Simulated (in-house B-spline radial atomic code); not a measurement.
Re⁺. Computed with a B-spline radial atomic code. Model: non-relativistic spherical atom: semilocal Troullier-Martins pseudo-atom, one channel per l, against all electrons, high spin, G0W0 and RPA with empty states to l = 8, local potential for every l without a channel, a model core (radius 0 = none) keeps its share of the functional.

The core holds an angular momentum without a channel of its own, so the local potential lets valence electrons into it.

Without relativity these are model numbers for so heavy an element.

What the tables leave out is listed at the end.

The pseudopotential gives back the lowest level of each angular momentum of its own functional in the configuration it was made in; a second state of the same l is only approximately right. Exact exchange, RPA and GW see the smooth pseudo-orbitals and miss the exchange with the core, for which the functional's share stands in. The column with an uncorrelated core keeps all orbitals and exact exchange, and so separates missing core correlation from pseudisation. Only the three outermost levels and the lowest empty one were computed. RPA here is direct RPA, with no exchange kernel, and its energies carry an (l + 1/2)⁻⁴ tail. A hybrid on a potential with a model core restores only its own semilocal share of the core's exchange.

Command:
```bash
python run_psgw.py task.json out
```
Settings (lengths in bohr, energies in hartree):
```
Z                      75
electrons              74
configuration          [Xe] 4f14 5d5 6s1
generated_in           [Xe] 4f14 5d5 6s2
functional             pbe,pbe
core_shells            11
radius_factor          1
core_correction        True
ion_configuration      [Xe] 4f14 5d5
```

Cost of the run: 110 s on 1 thread of Arm Neoverse N1, with other jobs on the host.

Given: made with PBE; model core radius 0.928 bohr; local radius 1.372 bohr; mean-field start PBE.

Valence shells of the generating configuration: 5p, 5d, 6s.

Channel: s 2.844, p 1.112, d 1.387 (radii in bohr).

Computed: largest level miss in the spin-unpolarised generating configuration 0 eV; valence RPA correlation energy all-electron orbitals -0.56094 hartree; pseudo-atom RPA polarisability 29.114 bohr³; ionisation by mean-field all-electron 15.06 eV; ionisation by mean-field pseudo minus all 0.089 eV; ionisation by RPA all-electron 15.283 eV; ionisation by RPA pseudo minus all 1.282 eV.

```csv
level,occupied,mean-field all-electron (eV),mean-field pseudo minus all (eV),G0W0 all-electron (eV),G0W0 uncorrelated core minus all (eV),G0W0 pseudo minus all (eV),exchange self-energy all-electron (eV),exchange self-energy pseudo (eV)
6s up,1,-11.741,-0.06,-15.391,0.074,-1.042,-12.298,-12.574
5d up,1,-15.189,0.042,-20.382,0.088,0.558,-28.568,-23.304
5d down (empty),0,-11.546,0.053,-7.8731,0.233,0.328,-10.975,-5.4664
```

(1) What is the all-electron RPA polarisability, core included?

(2) What is the valence RPA correlation energy pseudo?

Given: mean-field start PBE0.

Computed: valence RPA correlation energy pseudo -0.71009 hartree; all-electron RPA polarisability, core included 25.969 bohr³; pseudo-atom RPA polarisability 23.53 bohr³; ionisation by mean-field all-electron 14.77 eV; ionisation by mean-field pseudo minus all 0.671 eV; ionisation by RPA all-electron 15.142 eV.

| level | occupied | mean-field all-electron (eV) | mean-field pseudo minus all (eV) | G0W0 all-electron (eV) | G0W0 uncorrelated core minus all (eV) | G0W0 pseudo minus all (eV) | exchange self-energy all-electron (eV) | exchange self-energy pseudo (eV) |
| --- | --- | --- | --- | --- | --- | --- | --- | --- |
| 6s up | 1 | -12.367 | -0.577 | -15.276 | 0.076 | -1.341 | -12.136 | -13.242 |
| 5d up | ? | ? | ? | ? | ? | ? | ? | ? |
| 5p down | 1 | -51.592 | 1.642 | -55.773 | -0.125 | 2.796 | -38.255 | -23.746 |
| 5d down (empty) | 0 | -9.8332 | 0.328 | -7.344 | 0.238 | 0.49 | -10.372 | -5.1776 |

(3) What belongs in the row 5d up?

(4) What is the valence RPA correlation energy all-electron orbitals?

(5) What is the ionisation by RPA pseudo minus all?

Results:

(1) 29.493 bohr³.

(2) -0.75363 hartree.

(3) occupied: 1; mean-field all-electron (eV): -16.839; mean-field pseudo minus all (eV): 0.319; G0W0 all-electron (eV): -20.707; G0W0 uncorrelated core minus all (eV): 0.101; G0W0 pseudo minus all (eV): 0.661; exchange self-energy all-electron (eV): -28.787; exchange self-energy pseudo (eV): -23.335.

(4) -0.52714 hartree.

(5) 1.483 eV.

Among the listed levels the largest G0W0 shift of the pseudo-atom is +2.80 eV, for 5p down on the PBE0 start, while leaving the core uncorrelated moves that level by -0.12 eV. So pseudisation and the lost core exchange, not the missing core correlation, make the error. Not in the tables (levels of low weight, unsolved or above zero; the highest and the empty levels are kept at any weight): on PBE the G0W0 levels 5p down (pseudo minus all +1.79 eV, weights 0.79 and 0.72); no Hartree-Fock pseudo-atom is run with a model core.
